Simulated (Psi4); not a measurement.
H2CdS, singlet, at a GFN2-xTB geometry (such geometries of metal compounds can be far from the true shape) (core potentials on Cd); HF/def2-QZVP (Psi4).

The Psi4 input:
```
memory 2 GB

molecule mol {
0 1
Cd   -0.325476   -0.314099   -0.391831
H    -1.235796   -0.096428   -1.753212
S     0.965597    0.945676    1.159105
H     1.409082    0.042342    2.015425
}

set {
  basis def2-qzvp
  reference rhf
}

energy('scf')
print_variables()
```

Problem. Write the output that Psi4 gives for this input, abridged.

Solution. 
```
   => Loading Basis Set <=

    Name: DEF2-QZVP
    Role: ORBITAL
    Keyword: BASIS

    !!!  WARNING: ECP capability is in beta. Please check occupations closely.  !!!

         ---------------------------------------------------------
                                   SCF
               by Justin Turney, Rob Parrish, Andy Simmonett
                          and Daniel G. A. Smith
                              RHF Reference
         ---------------------------------------------------------

  ==> Geometry <==

    Molecular point group: c1
    Full point group: C1

    Geometry (in Angstrom), charge = 0, multiplicity = 1:

       Center              X                  Y                   Z               Mass
    ------------   -----------------  -----------------  -----------------  -----------------
         CD          -0.284729570805    -0.276258843064    -0.342418846474   113.903365090000
         H           -1.195049570805    -0.058587843064    -1.703799846474     1.007825032230
         S            1.006343429195     0.983516156936     1.208517153526    31.972071174400
         H            1.449828429195     0.080182156936     2.064837153526     1.007825032230

  Running in c1 symmetry.

  Rotational constants: A =      6.38998  B =      0.11281  C =      0.11085 [cm^-1]
  Rotational constants: A = 191566.80106  B =   3381.91017  C =   3323.24184 [MHz]
  Nuclear repulsion =   89.882281233723702

  Charge       = 0
  Multiplicity = 1
  Electrons    = 38
  Nalpha       = 19
  Nbeta        = 19

  ==> Algorithm <==

  SCF Algorithm Type is DF.
  DIIS enabled.
  MOM disabled.
  Fractional occupation disabled.
  Guess Type is SAD.
  Energy threshold   = 1.00e-06
  Density threshold  = 1.00e-06
  Integral threshold = 1.00e-12

  ==> Primary Basis <==

  Basis Set: DEF2-QZVP
    Blend: DEF2-QZVP
    Number of shells: 62
    Number of basis functions: 202
    Number of Cartesian functions: 247
    Spherical Harmonics?: true
    Max angular momentum: 4

  Core potential: DEF2-QZVP
    Number of shells: 4
    Number of ECP primitives: 14
    Number of ECP core electrons: 28
    Max angular momentum: 3

   => Loading Basis Set <=

    Name: (DEF2-QZVP AUX)
    Role: JKFIT
    Keyword: DF_BASIS_SCF

  ==> Integral Setup <==

  SCF_SUBTYPE=INCORE selected. In-core MEM_DF algorithm will be used.
  Using in-core AOs.

  ==> MemDFJK: Density-Fitted J/K Matrices <==

    J tasked:                   Yes
    K tasked:                   Yes
    wK tasked:                   No
    Algorithm:                 Core
    Schwarz Cutoff:           1E-12
    Mask sparsity (%):       5.9504
    Fitting Condition:        1E-10

   => Auxiliary Basis Set <=

  Basis Set: (DEF2-QZVP AUX)
    Blend: DEF2-UNIVERSAL-JKFIT
    Number of shells: 99
    Number of basis functions: 419
    Number of Cartesian functions: 579
    Spherical Harmonics?: true
    Max angular momentum: 6

  Minimum eigenvalue in the overlap matrix is 3.6954494858E-04.
  Reciprocal condition number of the overlap matrix is 6.1126755540E-05.
    Using symmetric orthogonalization.

  ==> Pre-Iterations <==

  SCF Guess: Superposition of Atomic Densities via on-the-fly atomic UHF (no occupation information).

   -------------------------
    Irrep   Nso     Nmo
   -------------------------
     A        202     202
   -------------------------
    Total     202     202
   -------------------------

  ==> Iterations <==

                           Total Energy        Delta E     RMS |[F,P]|

   @DF-RHF iter SAD:  -564.67483037193972   -5.64675e+02   0.00000e+00
   @DF-RHF iter   1:  -565.51056762453220   -8.35737e-01   2.01161e-03 DIIS/ADIIS
   @DF-RHF iter   2:  -565.57390528644532   -6.33377e-02   1.05240e-03 DIIS/ADIIS
   @DF-RHF iter   3:  -565.58793989511094   -1.40346e-02   1.47561e-04 DIIS/ADIIS
   @DF-RHF iter   4:  -565.58884327547639   -9.03380e-04   6.79471e-05 DIIS
   @DF-RHF iter   5:  -565.58907501018462   -2.31735e-04   1.72375e-05 DIIS
   @DF-RHF iter   6:  -565.58909227879053   -1.72686e-05   4.47609e-06 DIIS
   @DF-RHF iter   7:  -565.58909358080962   -1.30202e-06   1.87162e-06 DIIS
   @DF-RHF iter   8:  -565.58909373317408   -1.52364e-07   6.22511e-07 DIIS
  Energy and wave function converged.

  ==> Post-Iterations <==

    Orbital Energies [Eh]
    ---------------------

    Doubly Occupied:

       1A    -91.921358     2A     -8.924364     3A     -6.605943
       4A     -6.605099     5A     -6.604418     6A     -4.858006
       7A     -3.226448     8A     -3.225653     9A     -3.222680
      10A     -0.926431    11A     -0.784219    12A     -0.778070
      13A     -0.778020    14A     -0.773392    15A     -0.770639
      16A     -0.521117    17A     -0.436251    18A     -0.377078
      19A     -0.353231

    Virtual:

      20A      0.011307    21A      0.044630    22A      0.076622
      23A      0.085610    24A      0.124478    25A      0.167268
      26A      0.180918    27A      0.197143    28A      0.225491
      29A      0.275609    30A      0.293542    31A      0.304941
      32A      0.368234    33A      0.380506    34A      0.392130
      35A      0.407219    36A      0.423221    37A      0.441103
      38A      0.462130    39A      0.467132    40A      0.524776
      41A      0.565384    42A      0.601760    43A      0.637317
      44A      0.672365    45A      0.698483    46A      0.763591
      47A      0.807320    48A      0.852155    49A      0.861662
      50A      0.899325    51A      0.900317    52A      0.935421
      53A      1.058458    54A      1.136533    55A      1.181609
      56A      1.208438    57A      1.211222    58A      1.229172
      59A      1.234284    60A      1.255695    61A      1.262201
      62A      1.270090    63A      1.336922    64A      1.346803
      65A      1.360121    66A      1.383733    67A      1.416909
      68A      1.448442    69A      1.454485    70A      1.507095
      71A      1.541781    72A      1.549341    73A      1.592943
      74A      1.607081    75A      1.613111    76A      1.649838
      77A      1.668511    78A      1.688830    79A      1.769524
      80A      1.833885    81A      1.850249    82A      1.891999
      83A      2.124487    84A      2.184976    85A      2.200567
      86A      2.341477    87A      2.400483    88A      2.420841
      89A      2.468439    90A      2.543772    91A      2.563939
      92A      2.577186    93A      2.681633    94A      2.700038
      95A      2.833683    96A      2.913574    97A      2.922795
      98A      2.938634    99A      3.034354   100A      3.048197
     101A      3.064375   102A      3.119322   103A      3.150603
     104A      3.245892   105A      3.306176   106A      3.326890
     107A      3.346213   108A      3.360736   109A      3.403523
     110A      3.471631   111A      3.498025   112A      3.539807
     113A      3.608671   114A      3.625321   115A      3.629305
     116A      3.657204   117A      3.659701   118A      3.706140
     119A      3.708662   120A      3.769003   121A      3.825294
     122A      3.871202   123A      3.909441   124A      3.926298
     125A      4.030459   126A      4.088473   127A      4.161534
     128A      4.261802   129A      4.318309   130A      4.474164
     131A      4.506513   132A      4.770722   133A      5.050176
     134A      5.058968   135A      5.077845   136A      5.144156
     137A      5.250788   138A      5.252868   139A      5.439441
     140A      5.773162   141A      6.056723   142A      6.107347
     143A      6.124421   144A      6.124455   145A      6.134224
     146A      6.142504   147A      6.173167   148A      6.173646
     149A      6.393934   150A      6.654564   151A      6.654646
     152A      6.667451   153A      6.672410   154A      6.698808
     155A      6.706374   156A      6.720278   157A      6.755759
     158A      6.999542   159A      7.024491   160A      7.029535
     161A      7.103849   162A      7.167111   163A      7.209669
     164A      7.273553   165A      7.295260   166A      7.721712
     167A      8.003326   168A      8.034300   169A      8.238160
     170A      8.246578   171A      8.333115   172A      8.357032
     173A      8.429842   174A      8.496675   175A      8.574071
     176A      8.591538   177A      8.642038   178A      8.881865
     179A      8.917233   180A      9.154903   181A      9.260626
     182A      9.298634   183A      9.319222   184A      9.419894
     185A      9.420031   186A      9.534001   187A     10.462600
     188A     10.465869   189A     10.566488   190A     10.608809
     191A     10.668293   192A     10.912717   193A     10.943214
     194A     11.230644   195A     25.290917   196A     30.031442
     197A     30.148060   198A     30.456418   199A     37.728876
     200A     85.601775   201A    116.133977   202A    455.209285

    Final Occupation by Irrep:
              A
    DOCC [    19 ]
    NA   [    19 ]
    NB   [    19 ]

  @DF-RHF Final Energy:  -565.58909373317408

   => Energetics <=

    Nuclear Repulsion Energy =             89.8822812337237025
    One-Electron Energy =               -1027.5578362177266172
    Two-Electron Energy =                 372.0864612508289042
    Total Energy =                       -565.5890937331739678

Computation Completed

Properties will be evaluated at   0.000000,   0.000000,   0.000000 [a0]

Properties computed using the SCF density matrix

 Multipole Moments:

 ------------------------------------------------------------------------------------
     Multipole            Electronic (a.u.)      Nuclear  (a.u.)        Total (a.u.)
 ------------------------------------------------------------------------------------

 L = 1.  Multiply by 2.5417464519 to convert [e a0] to [Debye]
 Dipole X            :        -20.4224734           20.1476596           -0.2748138
 Dipole Y            :        -20.6453974           19.3369551           -1.3084423
 Dipole Z            :        -24.3591501           24.2809678           -0.0781823
 Magnitude           :                                                    1.3392746

 ------------------------------------------------------------------------------------

  Variable Map:
  ----------------------------------------------------------------------------
  "CURRENT ENERGY"           =>    -565.589093733174
  "CURRENT REFERENCE ENERGY" =>    -565.589093733174
  "DD SOLVATION ENERGY"      =>       0.000000000000
  "HF KINETIC ENERGY"        =>     463.348014579854
  "HF POTENTIAL ENERGY"      =>   -1028.937108313028
  "HF TOTAL ENERGY"          =>    -565.589093733174
  "HF VIRIAL RATIO"          =>       2.220657207836
  "NUCLEAR REPULSION ENERGY" =>      89.882281233724
  "ONE-ELECTRON ENERGY"      =>   -1027.557836217727
  "PCM POLARIZATION ENERGY"  =>       0.000000000000
  "PE ENERGY"                =>       0.000000000000
  "SCF ITERATION ENERGY"     =>    -565.589093733174
  "SCF ITERATIONS"           =>       8.000000000000
  "SCF TOTAL ENERGY"         =>    -565.589093733174
  "TWO-ELECTRON ENERGY"      =>     372.086461250829

  Array Variable Map:
  ----------------------------------------------------------------------------
  "CURRENT DIPOLE"           =>      -0.274813808128 ... -0.078182307064 1 by 3
  "SCF DIPOLE"               =>      -0.274813808128 ... -0.078182307064 1 by 3
  "SCF TOTAL ENERGIES"       =>    -564.674830371940 ... -565.589093733174 1 by 9
```
